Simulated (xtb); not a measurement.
5-methylidene-2H-1,3-oxazole (C4H5NO), SMILES C=C1C=NCO1. All values are semi-empirical tight-binding results from xtb (GFN2-xTB unless named), good for trends rather than for accurate numbers. The structure is a stationary point at GFN2-xTB. The values are those of a single conformer.

Computed properties:
The point group as xtb finds it is Cs and the orbital gap is 2.90 eV. The dipole moment comes out as 0.66 D, the zero-point energy is 52.1 kcal/mol and the G − E(el) at 298.15 K (modified RRHO) is 34.4 kcal/mol. The static polarisability (D4 model) is 57.1 bohr³ and the solvation energy, GFN2-xTB/ALPB(water) is -3.1 kcal/mol. The solvation energy, GFN2-xTB/ALPB(acetone) is -5.8 kcal/mol.

Q: Give the IR lines (harmonic; lines under 4 % of the strongest left out, lines within 3 cm⁻¹ merged). (An estimate is asked for; the answer gives what the named calculation found.)

A: ν (cm⁻¹): 346 (m), 815 (m), 935 (m), 991 (vs), 1018 (w), 1166 (w), 1230 (m), 1278 (m), 1446 (w), 1641 (m), 1702 (s), 2882 (m), 2923 (m), 3149 (w), 3176 (w) (against the strongest line: vs over 80 %, s over 45 %, m over 15 %, w over 4 %, vw less)
